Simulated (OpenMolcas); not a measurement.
## neutral carbon: RASPT2 settings compared

```json
{
 "Program": "OpenMolcas 26.06",
 "Basis": "ANO-R1 [3s2p1d]",
 "Scalar Hamiltonian": "X2C, finite nucleus",
 "Active space": "4 electrons in 9 orbitals (RAS2 2s 2p; RAS3 3d, at most 2 electrons)",
 "State averaging": "2S+1 = 3 even, 3 roots; 2S+1 = 1 even, 6 roots kept (CI in the orbitals of an earlier block); 2S+1 = 3 odd, 5 roots; 2S+1 = 5 odd, 1 root kept (CI in the orbitals of an earlier block)",
 "Spin-orbit coupling": "state interaction with AMFI integrals over the reference wave functions, term energies averaged over their components"
}
```

Methods on the same reference wave functions:
A. RASSCF
B. SS-RASPT2, IPEA 0.15 Eh, real shift 0.05 Eh (closed shells correlated: 1s)
C. SS-RASPT2, IPEA 0.2 Eh, sigma1 regulariser 0.4 Eh (closed shells correlated: none)
D. XMS-RASPT2, IPEA 0.15 Eh, sigma1 regulariser 0.1 Eh (closed shells correlated: 1s)

Energies in cm-1 above 2s2 2p2 3P0, the measured ground level; measured values from NIST Handbook of Basic Atomic Spectroscopic Data.

| Level | A | B | C | D | Measured |
| --- | --- | --- | --- | --- | --- |
| 2s2 2p2 3P0 | 0.0 | 0.0 | 0.0 | 0.0 | 0.0 |
| 2s2 2p2 3P1 | 14.8 | 14.8 | 14.8 | 14.8 | 16.4 |
| 2s2 2p2 3P2 | 44.2 | 44.2 | 44.2 | 44.2 | 43.4 |
| 2s2 2p2 1D2 | 12896 | 12340 | 12340 | 12300 | 10193 |
| 2s2 2p2 1S0 | 27135 | 24270 | 24360 | 24390 | 21648 |
| 2s 2p3 5S* 2 | 30624 | 30340 | 30480 | 30500 | 33735 |

Deviations, from unrounded energies. A percentage is the sum of absolute deviations over the sum of measured energies, with the sign that they share, or ± where signs differ.

```tsv
Against measurement	Levels	A	B	C	D
mean absolute deviation (cm-1)	5	2300	1600	1600	1600
fine structure of the ground term (%)	2	±4.0	±4.0	±4.0	±4.0
other terms of the ground configuration (%)	2	+25.7	+15.0	+15.3	+15.2
other configurations (%)	1	-9.2	-10.0	-9.7	-9.6
```

B, C, D lie about equally close to measurement and A furthest from it. The largest miss of D in the table is 2s 2p3 5S* 2, by -3200 cm-1. The ranking rests on the paired levels alone, and a cruder setting can come out closer through cancelling errors.

Among B to D the level of the table that moves most is 2s 2p3 5S* 2, by 150 cm-1 (lowest in B, highest in D). Moves below CASPT2's spread within the term are not significant.

The mean deviations of B to D differ by less than CASPT2's widest spread within a term (33 cm-1), so their order carries little weight.

From A to B the spin-free energies of the other terms of 2s2 2p2 shown, above 3P, scale by factors of 0.89 to 0.96.

The lowest spin-free term lies below A's lowest term by 0.019 hartree in B, 0.018 hartree in C, 0.020 hartree in D.

CASPT2 does not keep the components of a term degenerate, so their means are used; among the terms shown or strongly mixed into the levels shown the widest spread is 33 cm-1 (2s2 2p2 1D, D). Terms from blocks run as CI alone lack orbitals of their own. Active for correlation alone: 3d; no level in the range computed is led by a configuration that fills it, so any true level of that kind is missing. Without dynamic correlation excited terms often stand tens of per cent too high (terms of higher spin than the ground term too low), and those without a measured partner can miss by more than the paired ones (holds for A). Some terms miss by over 15 % even with CASPT2, which points to a basis or an active space too small for the shells correlated (holds for B; C; D). Measured partners are found by configuration, term and J. A level has none where our copy of the source lacks it or the pairing is in doubt (some pairs that miss far off the trend of their configuration count as doubtful), and it then counts in no deviation. Only configurations of the active space appear. The table leaves out levels that lie high or whose names do not pair safely across all columns.

* marks odd parity.
